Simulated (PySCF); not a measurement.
## `C[C@@]12C=C[Se]C[C@@H]1C2`, C₇H₁₀Se

Geometry (Å), atoms numbered from 1 in this order:
```xyz
18

C    -1.263   -1.485   -1.132
C    -0.357   -0.728   -0.190
C     0.885   -1.455    0.184
C     1.987   -0.935    0.741
Se    2.222    0.897    1.134
C     0.965    1.556   -0.210
C    -0.321    0.778   -0.312
C    -1.005    0.156    0.860
H    -0.751   -1.708   -2.081
H    -2.168   -0.903   -1.365
H    -1.585   -2.440   -0.687
H     0.881   -2.533   -0.012
H     2.838   -1.567    1.004
H     1.485    1.551   -1.180
H     0.774    2.603    0.069
H    -0.979    1.173   -1.096
H    -0.503    0.223    1.830
H    -2.097    0.176    0.902
```

Theory: PySCF, TDDFT B3LYP/def2-SVPD circular dichroism and optical rotation, one conformer, gas phase. Geometry: PBE0-D3(BJ)/def2-SVP.

The calculation is non-relativistic, which matters for the atoms heavier than Zn. States above about 5.5 eV lie in this functional's continuum (it starts at minus the energy of the highest occupied orbital, well below the true ionisation energy for most functionals) and depend on the basis.

Draw the ECD and absorption spectra from the lowest 16 states, each a Gaussian of half-width 0.3 eV at 1/e height.


| E (eV) | λ (nm) | Δε (L mol⁻¹ cm⁻¹) | ε (L mol⁻¹ cm⁻¹) |
| --- | --- | --- | --- |
| 3.82 | 325 | -1.07 | 81.1 |
| 3.97 | 312 | -4.40 | 335 |
| 4.12 | 301 | -10.98 | 841 |
| 4.27 | 290 | -16.30 | 1320 |
| 4.42 | 281 | -12.82 | 1480 |
| 4.57 | 271 | +0.88 | 1880 |
| 4.72 | 263 | +18.08 | 3220 |
| 4.87 | 255 | +26.87 | 4790 |
| 5.02 | 247 | +20.86 | 5140 |
| 5.17 | 240 | +9.86 | 4130 |
| 5.32 | 233 | +5.21 | 2730 |
| 5.47 | 227 | +6.26 | 1640 |
| 5.62 | 221 | +8.83 | 1080 |
| 5.77 | 215 | +10.83 | 1030 |
| 5.92 | 209 | +11.41 | 1310 |
| 6.07 | 204 | +10.54 | 1740 |
| 6.22 | 199 | +6.98 | 1970 |
| 6.37 | 195 | -0.24 | 1880 |
| 6.52 | 190 | -8.18 | 2110 |
| 6.67 | 186 | -11.64 | 3390 |
| 6.82 | 182 | -6.62 | 5270 |
| 6.97 | 178 | +6.31 | 6090 |

Δε uses R in velocity form, ε uses f in length form. Only the states computed contribute, so the short-wavelength end is incomplete.
